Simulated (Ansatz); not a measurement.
BrHOSn, SMILES `[OH][Sn][Br]`, 4 atoms. The species carries charge 0 and has multiplicity 1. Correlated methods include outer-core shells of Br, Sn, which these sets cover unevenly. Scalar relativity is left out up to krypton. Sn: def2 effective core potential. All runs use 2 threads of a server CPU on a shared host. Correlated methods freeze the cores.

(1) How many basis functions does each run have, and how long does it take in Ansatz? RHF-MP2/def2-QZVPP energy; RKS ωB97M-V/def2-SVP energy; RKS PBE0-D4/def2-SVP energy; RKS ωB97M-V/def2-QZVPP energy; RKS SPW92/def2-TZVPP energy; RKS B97M-V/def2-TZVPP energy; RKS HSE06-D4/def2-TZVPP energy; RKS PBE0-D4/def2-QZVPP energy; RKS PBE0-D4/def2-TZVPP energy; RKS PBE0-D4/def2-TZVP relaxation (5 steps); RHF-CCSD(T)/def2-SVP energy; direct RPA on PBE orbitals/def2-TZVPP energy. (Best estimate.)

## Answers

(1) The calculation gave: Other jobs shared the machine, so times are rough.

```
                                level                   job  functions  wall time  peak host memory (GiB)
                 RKS SPW92/def2-TZVPP                energy        143        1 s                    0.16
                 RKS PBE0-D4/def2-SVP                energy         77      1.3 s                    0.15
               RKS PBE0-D4/def2-TZVPP                energy        143      2.2 s                    0.33
              RKS HSE06-D4/def2-TZVPP                energy        143      2.5 s                    0.34
                 RHF-CCSD(T)/def2-SVP                energy         77      3.4 s                    0.23
direct RPA on PBE orbitals/def2-TZVPP                energy        143      4.2 s                    0.28
                 RKS ωB97M-V/def2-SVP                energy         77      5.5 s                    0.23
               RKS PBE0-D4/def2-QZVPP                energy        258        6 s                    0.65
                RKS B97M-V/def2-TZVPP                energy        143        8 s                    0.22
                   RHF-MP2/def2-QZVPP                energy        258       11 s                    0.75
               RKS ωB97M-V/def2-QZVPP                energy        258       15 s                    0.77
                RKS PBE0-D4/def2-TZVP  relaxation (5 steps)        135       18 s                    0.32
```

HSE06 is defined as in plane-wave codes.
